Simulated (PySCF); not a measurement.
Cr¹¹⁺: ionisation energy

Cr¹¹⁺ [Ne] 3s2 3p1 (2P) → Cr¹²⁺ [Ne] 3s2 (1S), as a difference of total energies. Calculation: PySCF 2.14, in an even-tempered Gaussian basis (19 s from 0.49 bohr⁻², ratio 2.5; 12 p from 0.64 bohr⁻², ratio 2.5; 5 d from 3.8 bohr⁻², ratio 2.7; 4 f from 5.7 bohr⁻², ratio 2.7); scalar relativity by spin-free X2C-1e. Correlated levels: outer shells: 1s2 frozen; virtual orbitals above 40 to 60 times the deepest correlated orbital energy dropped. The calculations carry no spin-orbit coupling.

| method | ionisation energy (eV) |
| --- | --- |
| UHF | 296.25 |
| LDA | 297.44 |
| PBE | 297.50 |
| PBE0 | 297.44 |
| r2SCAN | 297.55 |
| revPBE | 297.47 |
| M06-2X | 297.48 |
| MP2 (outer shells) | 296.79 |
| SCS-MP2 (outer shells) | 296.72 |

Question: How much does correlation contribute at MP2 (outer shells)?

Answer: 296.79 − (296.25) = 0.54 eV, measured against UHF.

A first-order spin-orbit estimate (lowest level to lowest level, LS coupling) adds 0.969 eV.

For comparison: 296.7 ± 0.6 eV (semi-empirical (NIST evaluation); NIST Atomic Spectra Database, ionization energies).
